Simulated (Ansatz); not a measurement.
Species: CH2S, charge 0, singlet. CH2S (SMILES C=S).
B3LYP-D3(BJ)/def2-TZVP minimum from Ansatz (a first-principles code):
```xyz
4

C     -0.9907     0.1914    -0.1620
S      0.5657    -0.1093     0.0925
H     -1.3280     1.0050    -0.8021
H     -1.7796    -0.4045     0.2939
```
Charge 0, spin multiplicity 1.

Total energies in hartree (Ansatz). Open shells are spin-unrestricted; no spin-orbit coupling. Correlated methods leave the cores frozen. No relativity. Where a partner has so few electrons that a lower coupled-cluster level is exact, that level stands in. The restricted determinant of CH2S (C=S, singlet) is unstable towards broken spin symmetry in at least one set run.

```tsv
species	HF/cc-pV(T+d)Z	CCSD(T)/cc-pV(T+d)Z	HF/cc-pV(Q+d)Z	CCSD(T)/cc-pV(Q+d)Z	CCSDT(Q)/cc-pV(Q+d)Z
1: CH2S (SMILES C=S)	-436.55883	-436.93752	-436.56510	-436.96612	-436.96807
2: C (triplet)	-37.69157	-37.78076	-37.69331	-37.78654	-37.78704
3: S (triplet)	-397.50938	-397.65444	-397.51264	-397.66785	-397.66887
4: H (doublet)	-0.49981	-0.49981	-0.49995	-0.49995	-0.49995
```

**Question.** Work out the atomisation energy (electronic, to ground-state atoms) in kJ/mol: take Hartree-Fock from cc-pV(Q+d)Z, extrapolate the CCSD(T) correlation energy as X^-3 (X = 3, 4), and add CCSDT(Q) - CCSD(T) in cc-pV(Q+d)Z. 1 hartree = 2625.5 kJ/mol.

**Answer.** 
Species 1: correlation (64·(-0.40102) - 27·(-0.37869))/37 = -0.41731; step -0.00195; E1 = -436.56510 + (-0.41731) + (-0.00195) = -436.98436
Species 2: correlation (64·(-0.09323) - 27·(-0.08919))/37 = -0.09618; step -0.00050; E2 = -37.69331 + (-0.09618) + (-0.00050) = -37.78999
Species 3: correlation (64·(-0.15521) - 27·(-0.14506))/37 = -0.16262; step -0.00102; E3 = -397.51264 + (-0.16262) + (-0.00102) = -397.67628
Species 4: correlation (64·(0.00000) - 27·(0.00000))/37 = 0.00000; step +0.00000; E4 = -0.49995 + (0.00000) + (+0.00000) = -0.49995
-1·E1 +1·E2 +1·E3 +2·E4 = 0.51819 hartree = 1360.5 kJ/mol.
